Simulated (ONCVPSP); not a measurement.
Transferability test, ONCV potential for niobium (Nb)

ONCVPSP 4.0.1 input, shortened (lines: element, Z, core and valence counts, functional; n l f; lmax; l rc ep ncon nbas qcut; lloc lpopt rc5 dvloc0; l nproj debl; icmod fcfact rcfact), PBE, scalar-relativistic:

```
  Nb 41.00    6    4        4      upf
    1    0    2.00
    2    0    2.00
    2    1    6.00
    3    0    2.00
    3    1    6.00
    3    2   10.00
    4    0    2.00
    4    1    6.00
    4    2    4.50
    5    0    0.50
    2
    0    1.75    0.00    4    8    9.10
    1    2.05    0.00    3    6    8.20
    2    1.60    0.00    5    8    7.20
    2    5    1.60    0.00
    0    3    1.80
    1    2    1.40
    2    0    4.00
    2    0.45    0.95
```

Energies are relative to the spin-unpolarised reference configuration 4s2 4p6 4d4.5 5s0.5; without spin polarisation the order of configurations can differ from experiment.

```
valence configuration  charge  ΔE all-electron (eV)  error AE − PS (meV)
      4s2 4p6 4d4 5s1       0                -0.558                 +0.7
      4s2 4p6 4d3 5s0      +2                20.120                 +1.0
      4s2 4p6 4d3 5s1      +1                 6.460                 +1.1
```

Problem. What are ΔE and the potential's error for 4s2 4p6 4d4 5s0?

Solution. ΔE = 6.079 eV all-electron; the error (AE − PS) is -0.3 meV.
